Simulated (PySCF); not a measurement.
B(F)(vinyl)(OH) (C₂H₄BFO), SMILES C=CB(O)F. Atoms are numbered in the order given.

```xyz
9

B      0.2462     0.2550     0.4089
F      1.3897     0.3926     1.0753
C      0.1962    -0.7384    -0.7997
C     -0.8940    -0.9722    -1.5398
H      1.1156    -1.2790    -1.0554
H     -0.9000    -1.6742    -2.3800
H     -1.8518    -0.4715    -1.3463
O     -0.7901     1.0011     0.8452
H     -1.5939     0.8713     0.3341
```

Geometry: PBE0-D3(BJ)/def2-SVP. The values are those of a single conformer.

Computed with PBE0-D3(BJ)/def2-SVP (PySCF 2.14.0).

No scaling factor is applied to the harmonic values.

A small imaginary wavenumber (i) marks a very flat motion, where grid noise or a shallow saddle decides the sign.

Q: Give all harmonic wavenumbers and intensities. (An estimate is asked for; the answer gives what the named calculation found.)

A: 
| mode | ν (cm⁻¹) | IR (km/mol) | moving atoms (share of kinetic energy) |
|---|---|---|---|
| 1 | 29i | 4.7 | C 43 %, H 41 %, F 13 % |
| 2 | 218 | 5.2 | O 32 %, C 30 %, H 24 %, F 9 % |
| 3 | 412 | 0.1 | H 57 %, B 25 %, C 11 % |
| 4 | 427 | 3.0 | F 39 %, C 33 %, O 15 %, H 9 % |
| 5 | 497 | 6.2 | C 27 %, F 25 %, H 24 %, O 15 %, B 10 % |
| 6 | 534 | 88.1 | H 89 %, O 10 % |
| 7 | 737 | 62.4 | B 58 %, C 18 %, H 18 % |
| 8 | 777 | 1.2 | O 31 %, C 29 %, F 19 %, H 16 % |
| 9 | 973 | 131.5 | H 80 %, F 8 % |
| 10 | 990 | 37.2 | H 73 %, C 27 % |
| 11 | 1022 | 25.8 | H 74 %, C 18 % |
| 12 | 1052 | 12.5 | H 90 %, C 10 % |
| 13 | 1255 | 65.1 | H 63 %, C 16 %, B 14 % |
| 14 | 1349 | 225.1 | B 40 %, H 31 %, C 16 % |
| 15 | 1450 | 149.3 | H 69 %, C 14 %, B 14 % |
| 16 | 1478 | 245.7 | B 72 %, O 16 % |
| 17 | 1718 | 48.7 | C 85 %, H 13 % |
| 18 | 3133 | 15.6 | H 94 % |
| 19 | 3177 | 2.5 | H 92 %, C 8 % |
| 20 | 3233 | 9.7 | H 90 %, C 10 % |
| 21 | 3931 | 52.4 | H 94 % |
